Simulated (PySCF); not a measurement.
# Exercise with solution: chemical shift, span and skew from a shielding tensor

CH3FO3Si, SMILES O=CO[Si@@H](O)F. Atoms are numbered in the order given.

```xyz
9

O      1.1898     1.6121     0.2427
C      1.5179     0.5786     0.7660
O      0.7874    -0.5378     0.7649
Si    -0.7102    -0.6434    -0.0449
O     -1.5065     0.7778     0.0235
F     -0.3337    -1.0603    -1.5585
H      2.4710     0.4398     1.3153
H     -1.4731    -1.7242     0.5846
H     -0.9250     1.5460    -0.0897
```

Geometry: ωB97X-D3(BJ)/def2-SVP. The structure was generated by enumeration; whether it is a known compound was not checked. The values are those of a single conformer.

GIAO shieldings from PBE0/pcSseg-1 (PySCF), non-relativistic, no solvent. The symmetric part of the tensor of C2 has the principal values -86.5, 59.8, 74.8 ppm. The same nucleus in TMS has σ = 186.3 ppm at this level (PySCF, at its B3LYP-D3(BJ)/def2-TZVP geometry).

Question: Work out the isotropic shielding, the ¹³C shift against TMS, the span and the skew.

Answer: 
σ(iso) = (σ11 + σ22 + σ33)/3 = 16.0 ppm. δ = σ(ref) − σ(iso) = 186.3 − (16.0) = 170.3 ppm.
Span Ω = σ33 − σ11 = 161.3 ppm. Skew κ = 3(σ(iso) − σ22)/Ω = -0.81. Tumbling in solution averages the tensor to δ; in a static solid the shielding alone would spread this spin-1/2 line over Ω.
